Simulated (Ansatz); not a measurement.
Molecule (SMILES): [SiH]Br (SiH-Br) (closed-shell singlet).
Geometry (B3LYP-D3(BJ)/def2-TZVP, fixed):
```
Si
H 1 1.5241
Br 1 2.2668 2 94.17
```

Basis-set convergence of the dipole moment at HF with Ansatz (a program for electronic structure). Dipoles come from the density behind the forces; the sign is taken along the dipole that this method gives in the largest set. Cartesian d functions, on some or all atoms, in 3-21G, 6-31G, 6-31G*, 6-31G**, 6-311G**; all else is spherical. The program fits the integrals of some runs and decomposes those of others, by size. A restricted Hartree-Fock determinant is unstable towards unrestricted orbitals. No added dispersion term, no relativity. Reference: the value in aug-pcseg-3, 1.500 D, itself unsure by roughly 0.002 D (its mean distance from aug-cc-pV(Q+d)Z, def2-QZVPPD). Deviations are taken from unrounded values.

```csv
basis,functions,dipole moment (D),minus reference (D)
STO-3G,28,2.634,1.134
3-21G,38,2.116,0.617
6-31G,44,2.547,1.047
cc-pV(D+d)Z,55,1.656,0.156
6-31G*,56,1.918,0.418
6-31G**,59,1.926,0.427
6-311G**,77,1.908,0.409
aug-cc-pV(D+d)Z,77,1.564,0.065
cc-pV(T+d)Z,96,1.536,0.037
aug-cc-pV(T+d)Z,137,1.508,0.009
cc-pV(Q+d)Z,162,1.511,0.012
aug-cc-pV(Q+d)Z,228,1.503,0.003
cc-pV(5+d)Z,259,1.508,0.009
```

The smallest set listed that lies within 0.02 D of the reference with all its larger relatives (same family, alike in diffuse functions; a set with none counts only in the reference's own line) is aug-cc-pV(T+d)Z (137 functions, 0.009 D off).
